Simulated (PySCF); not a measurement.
Radial density of Al (aluminium, neutral)

wB97X-V, [Ne] 3s1 3p1 4s1, high-spin 4P determinant (an excited configuration). All numbers are calculated (PySCF 2.14, no relativity, point nucleus, in aug-cc-pwCVDZ).

```json
{"r (bohr)": "0.00179", "4πr²ρ (e/bohr)": "0.05357", "4πr²(ρα − ρβ)": "0.0002"}
{"r (bohr)": "0.00301", "4πr²ρ (e/bohr)": "0.1473", "4πr²(ρα − ρβ)": "0.0004"}
{"r (bohr)": "0.00506", "4πr²ρ (e/bohr)": "0.3942", "4πr²(ρα − ρβ)": "0.0011"}
{"r (bohr)": "0.00851", "4πr²ρ (e/bohr)": "1.021", "4πr²(ρα − ρβ)": "0.0029"}
{"r (bohr)": "0.0143", "4πr²ρ (e/bohr)": "2.483", "4πr²(ρα − ρβ)": "0.0070"}
{"r (bohr)": "0.0241", "4πr²ρ (e/bohr)": "5.463", "4πr²(ρα − ρβ)": "0.0150"}
{"r (bohr)": "0.0405", "4πr²ρ (e/bohr)": "10.13", "4πr²(ρα − ρβ)": "0.0263"}
{"r (bohr)": "0.0681", "4πr²ρ (e/bohr)": "14.20", "4πr²(ρα − ρβ)": "0.0319"}
{"r (bohr)": "0.115", "4πr²ρ (e/bohr)": "13.02", "4πr²(ρα − ρβ)": "0.0219"}
{"r (bohr)": "0.193", "4πr²ρ (e/bohr)": "8.695", "4πr²(ρα − ρβ)": "0.0413"}
{"r (bohr)": "0.324", "4πr²ρ (e/bohr)": "10.89", "4πr²(ρα − ρβ)": "0.1467"}
{"r (bohr)": "0.545", "4πr²ρ (e/bohr)": "11.92", "4πr²(ρα − ρβ)": "0.1094"}
{"r (bohr)": "0.917", "4πr²ρ (e/bohr)": "4.447", "4πr²(ρα − ρβ)": "0.0226"}
{"r (bohr)": "1.54", "4πr²ρ (e/bohr)": "1.004", "4πr²(ρα − ρβ)": "0.6475"}
{"r (bohr)": "2.59", "4πr²ρ (e/bohr)": "0.8021", "4πr²(ρα − ρβ)": "0.7987"}
{"r (bohr)": "4.36", "4πr²ρ (e/bohr)": "0.2465", "4πr²(ρα − ρβ)": "0.2465"}
{"r (bohr)": "7.34", "4πr²ρ (e/bohr)": "0.1912", "4πr²(ρα − ρβ)": "0.1912"}
{"r (bohr)": "12.3", "4πr²ρ (e/bohr)": "0.006877", "4πr²(ρα − ρβ)": "0.0069"}
```

The outer electron is Rydberg-like, and this basis confines it to a smaller radius and binds it less than a complete one would.
